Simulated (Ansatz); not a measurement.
The cluster In5. The state is a quartet with charge 0. Geometry PBE0-D4/def2-SVP; atoms count from 1.

```csv
atom,x (Å),y (Å),z (Å)
In1,1.8602,0.5411,-1.2860
In2,-1.9421,-0.7303,-0.9481
In3,0.3155,2.2328,0.5429
In4,-0.9453,-0.1127,1.8309
In5,0.7117,-1.9309,-0.1396
```

In the def2 sets In takes a core potential; there is no spin–orbit coupling. At PBE0-D4/def2-TZVP a doublet of charge 0 lies 0.29 eV below the quartet, each at its own geometry. The structure comes from a short search, and lower isomers may exist.

(1) Estimate the Mulliken populations from the PBE0/def2-TZVP orbitals of Ansatz.

(2) Where does the spin sit?

(3) And the Mayer bond orders between bonded heavy atoms (over 0.3)?

Answers

(1) 
| atom | charge (e) | spin (α − β) |
| --- | --- | --- |
| In1 | 0.04 | 0.48 |
| In2 | 0.01 | 0.84 |
| In3 | 0.04 | 0.48 |
| In4 | -0.04 | 0.60 |
| In5 | -0.04 | 0.60 |
Mulliken values and Mayer orders depend strongly on the basis.

(2) Summed by element: In 3.00, of 3 unpaired in all. Largest on single atoms: In2 0.84, In5 0.60, In4 0.60.

(3) In1–In3 0.72 (2.93 Å); In1–In5 0.75 (2.96 Å); In2–In4 0.60 (3.02 Å); In2–In5 0.60 (3.02 Å); In3–In4 0.75 (2.96 Å); In4–In5 0.52 (3.15 Å). Values over 0.3 also appear between atoms too far apart for a bond (In3–In5 0.30 at 4.24 Å); they arise where an orbital or an unpaired electron spreads over both atoms.
